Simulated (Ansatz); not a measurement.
Cost and result for the atomization energy of C$_{2}$H$_{8}$AlBSi, SMILES `[AlH2][C]1([SiH3])BC1` (13 atoms, 13 bonds).

Z-matrix (Å, degrees):
```
C
Si 1 1.854
B 1 1.504 2 114.9
Al 1 1.925 2 114.6 3 -139.7
C 1 1.568 2 120.7 3 67.6
H 2 1.491 1 110.5 3 -35.9
H 2 1.486 1 110.3 3 84.6
H 2 1.490 1 111.4 3 -154.9
H 3 1.185 1 146.9 2 -63.8
H 4 1.585 1 119.7 2 20.5
H 4 1.586 1 118.0 2 -159.2
H 5 1.087 1 116.6 2 145.6
H 5 1.088 1 117.8 2 7.0
```

The species carries charge 0 and has multiplicity 1. All single points use the PBE0-D4/def2-TZVP geometry. Program: Ansatz. All runs use 4 threads of an Arm Neoverse N1 on a shared host. Times are those of one run each, without the atoms' runs, and a repeat can differ threefold. Electronic energies, without spin–orbit coupling; frozen cores. CCSD(T)/CBS adds CCSD(T) − MP2 in def2-TZVPP to the MP2 limit, and its time is that of the two runs behind it. T1 = 0.013. B3LYP takes the VWN-RPA correlation (the form of Gaussian; ORCA's B3LYP/G).

CCSD(T)/CBS is a level of theory with its own doubt, some kJ/mol a heavy atom from the limit and from the frozen cores, so smaller differences don't rank the functionals.

```tsv
level	functions	wall time
PBE-D4/def2-TZVPP (with forces)	289	6 s
PBE0-D4/def2-TZVPP	289	7.5 s
B3LYP-D4/def2-TZVPP (with forces)	289	12 s
r2SCAN-D4/def2-TZVPP (with forces)	289	12 s
B2PLYP/def2-TZVPP	289	14 s
ωB97X-V/def2-TZVPP	289	17 s
ωB97M-V/def2-TZVPP (with forces)	289	26 s
MP2/def2-QZVPP	551	51 s
CCSD(T)/def2-TZVPP	289	5.3 min
CCSD(T)/CBS(def2)	–	6.1 min
```

(1) What atomization energy does each give, and how far from CCSD(T)/CBS? (Best estimate.)

Results:

(1) Ansatz gave: 
```json
{"level": "PBE-D4/def2-TZVPP (with forces)", "atomization (kcal/mol)": "1063.1", "difference from CCSD(T)/CBS": "10.2", "per bond": "0.8"}
{"level": "PBE0-D4/def2-TZVPP", "atomization (kcal/mol)": "1056.8", "difference from CCSD(T)/CBS": "3.9", "per bond": "0.3"}
{"level": "B3LYP-D4/def2-TZVPP (with forces)", "atomization (kcal/mol)": "1055.0", "difference from CCSD(T)/CBS": "2.1", "per bond": "0.2"}
{"level": "r2SCAN-D4/def2-TZVPP (with forces)", "atomization (kcal/mol)": "1062.0", "difference from CCSD(T)/CBS": "9.1", "per bond": "0.7"}
{"level": "B2PLYP/def2-TZVPP", "atomization (kcal/mol)": "1042.5", "difference from CCSD(T)/CBS": "-10.4", "per bond": "-0.8"}
{"level": "ωB97X-V/def2-TZVPP", "atomization (kcal/mol)": "1061.5", "difference from CCSD(T)/CBS": "8.6", "per bond": "0.7"}
{"level": "ωB97M-V/def2-TZVPP (with forces)", "atomization (kcal/mol)": "1059.8", "difference from CCSD(T)/CBS": "6.9", "per bond": "0.5"}
{"level": "MP2/def2-QZVPP", "atomization (kcal/mol)": "1053.7", "difference from CCSD(T)/CBS": "0.8", "per bond": "0.1"}
{"level": "CCSD(T)/def2-TZVPP", "atomization (kcal/mol)": "1028.4", "difference from CCSD(T)/CBS": "-24.5", "per bond": "-1.9"}
{"level": "CCSD(T)/CBS(def2)", "atomization (kcal/mol)": "1052.9", "difference from CCSD(T)/CBS": "0.0", "per bond": "0.0"}
```

From PBE to PBE0 (25 % exact exchange), in def2-TZVPP and without D4, the atomization energy moves by −5.3 kcal/mol: exact exchange takes away binding that semilocal exchange gives to molecules. In def2-TZVPP, CCSD(T) changes the Hartree–Fock value by +223.4 kcal/mol (the triples alone add +12.7 kcal/mol) and MP2 by +234.1 kcal/mol; breaking electron pairs costs correlation energy, which Hartree–Fock lacks. The D4 term adds +11.9 kcal/mol with B3LYP and +6.3 kcal/mol with PBE0; it sums over pairs of atoms, weighted by their polarisabilities, and B3LYP, whose exchange is more repulsive, gets the larger term.
